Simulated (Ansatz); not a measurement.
`I[CH2][Al]1[CH2][CH2]1` and `[OH][Al]1[CH2][CH2]1` differ in one atom or group.

Ansatz, PBE0-D4/def2-TZVP geometries, multiplicity 1. Each molecule was computed in one conformer, which needn't be the lowest.

Elements past krypton have def2 core potentials.

```csv
property,`I[CH2][Al]1[CH2][CH2]1`
size of the dipole moment (ωB97M-V/def2-TZVPP) / D,2.38
LUMO energy (B3LYP/def2-TZVPP) / eV,-1.93
HOMO–LUMO gap (B3LYP/def2-TZVPP) / eV,3.53
LUMO energy (PBE/def2-TZVPP) / eV,-2.56
HOMO–LUMO gap (PBE0/def2-TZVPP) / eV,3.94
HOMO energy (B3LYP/def2-TZVPP) / eV,-5.46
```

Q: Give the same properties after the change, and the shifts. (An estimate is asked.)

A: Ansatz gave: 
| property | `[OH][Al]1[CH2][CH2]1` | shift |
| --- | --- | --- |
| size of the dipole moment (ωB97M-V/def2-TZVPP) / D | 1.66 | -0.72 |
| LUMO energy (B3LYP/def2-TZVPP) / eV | -1.06 | 0.87 |
| HOMO–LUMO gap (B3LYP/def2-TZVPP) / eV | 4.67 | 1.14 |
| LUMO energy (PBE/def2-TZVPP) / eV | -1.61 | 0.95 |
| HOMO–LUMO gap (PBE0/def2-TZVPP) / eV | 5.15 | 1.21 |
| HOMO energy (B3LYP/def2-TZVPP) / eV | -5.73 | -0.27 |

With PBE0 the HOMO falls by 0.28 eV and the LUMO rises by 0.93 eV, so the gap widens by about 1.21 eV. PBE moves the HOMO by -0.23 eV and ωB97M-V by -0.30 eV. Dipoles are sizes alone; their direction can turn.

B3LYP here is the variant with VWN-RPA as its local correlation; programs differ in this.

Spin–orbit coupling is left out; it splits and shifts lone-pair levels of the heavy atoms by tenths of an eV.
